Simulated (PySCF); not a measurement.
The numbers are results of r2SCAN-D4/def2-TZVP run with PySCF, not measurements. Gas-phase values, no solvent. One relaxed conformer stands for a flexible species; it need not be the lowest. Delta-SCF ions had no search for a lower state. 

Reference species (SMILES): `O=[Si](O)[SiH3]` (Si–Si–O–H torsion 0°) (neutral, multiplicity 1).

```yaml
HOMO–LUMO gap: 4.45 eV
S1 oscillator strength: 0.004
HOMO: -6.84 eV
vertical ionisation energy (Delta-SCF): 9.98 eV
```

Changed species: `O=[SiH][SiH2]O` (O–Si–Si–O torsion 180°, Si–Si–O–H torsion 180°).

Task: Predict the effect on the HOMO–LUMO gap, S1 oscillator strength, HOMO and vertical ionisation energy (Delta-SCF).

Result: the HOMO–LUMO gap decreases by 0.97 eV, to 3.48 eV; the S1 oscillator strength stays essentially unchanged; the HOMO goes up by 0.30 eV, to -6.54 eV; the vertical ionisation energy (Delta-SCF) falls by 0.40 eV, to 9.58 eV.
